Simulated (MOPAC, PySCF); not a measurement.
[Mo(=O)(OH)4], neutral singlet in the gas phase. 

Cartesian coordinates (Å):
```xyz
10

Mo     0.2265    -0.0618    -0.1224
O     -1.0875    -0.5883     0.8031
O      1.6992     0.1604     1.0882
H      1.9683    -0.6413     1.5820
O      0.1526     1.8549    -0.1351
H      0.1738     2.2916     0.7412
O      1.1595    -1.6387    -0.6972
H      0.6306    -2.2778    -1.2179
O     -0.3896     0.0497    -1.9355
H     -1.1687     0.6227    -2.0895
```
Charge 0, spin multiplicity 1.

All levels are single points at this geometry (BP86-D3(BJ)/def2-SVP); Pople sets use spherical d functions. Orbital energies aren't observables, and empty levels follow the basis.

```
level                                     HOMO (eV)  LUMO (eV)  gap (eV)  dipole (D)  vertical IE, Delta-SCF (eV)
----------------------------------------  ---------  ---------  --------  ----------  ---------------------------
B3LYP-D3(BJ)/def2-TZVP in PySCF               -8.96      -4.15      4.81        1.16                            –
PBE-D3(BJ)/def2-TZVP in PySCF                 -7.56      -4.54      3.02        1.06                            –
TPSSh-D3(BJ)/def2-TZVP in PySCF               -8.31      -4.28      4.03        1.09                            –
B3LYP/6-311+G** (LANL2DZ on Mo) in PySCF      -9.10      -4.71      4.39        1.49                            –
B3LYP/6-31G* (LANL2DZ on Mo) in PySCF         -8.65      -4.17      4.48        1.34                        10.89
B3LYP/LANL2DZ in PySCF                        -8.95      -4.68      4.27        1.80                            –
BP86/6-31G* (LANL2DZ on Mo) in PySCF          -7.38      -4.61      2.77        1.22                            –
M06-2X/6-31G* (LANL2DZ on Mo) in PySCF       -10.62      -3.23      7.39        1.60                            –
PBE/6-31G* (LANL2DZ on Mo) in PySCF           -7.26      -4.49      2.77        1.21                            –
HF/6-31G* (LANL2DZ on Mo) in PySCF           -13.45      -1.00     12.45        1.69                            –
AM1 in MOPAC                                 -12.69      -2.33     10.36        1.63                            –
PM6 in MOPAC                                 -11.72      -0.32     11.40        1.26                            –
PM7 in MOPAC                                 -11.86      -0.58     11.28        1.48                            –
```
